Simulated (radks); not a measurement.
Question: Numerical settings for neutral promethium, [Xe] 4f5 6s2. Method: scalar-relativistic Kohn-Sham, PBE, spin-polarised, spherical densities, point nucleus; open shells are filled with parallel spins first (spin-orbit coupling, left out, can overturn this in heavy ions); computed with a radial shooting solver on a logarithmic mesh with Libxc functionals. The defaults (mesh step 0.008 in ln r, mesh end at 40 bohr or more with all orbitals vanishing there, Anderson mixing 0.5 over 9 steps, residual threshold near 1e-9 with the energy settled to 1e-9 hartree or 1e-11 of itself, here a cap of 78 iterations) give E = -10020.7146 hartree and 4f at -3.157 eV in 15 iterations. Run on one thread of a shared host, so times are rough (Arm Neoverse N1): 0.38 s of CPU time, 0.38 s wall, 15 iterations on 2728 mesh points. One setting is changed at a time: mesh step in ln r 0.005; mesh step in ln r 0.03; mesh step in ln r 0.02; mesh end (bohr) 20; mesh end (bohr) 8; residual threshold 1e-05; residual threshold 1e-16; mixing 1.5; linear mixing, mixing 0.2; linear mixing, mixing 1; mixing history 20; iteration cap 5. Which runs fail to converge, and which converge to a wrong energy?

Answer: Not converged within the cap: residual threshold 1e-16; linear mixing, mixing 0.2; linear mixing, mixing 1; iteration cap 5. Settings that end as converged yet miss the energy by more than 1 mhartree: mesh end (bohr) 8 (+0.0235 hartree).
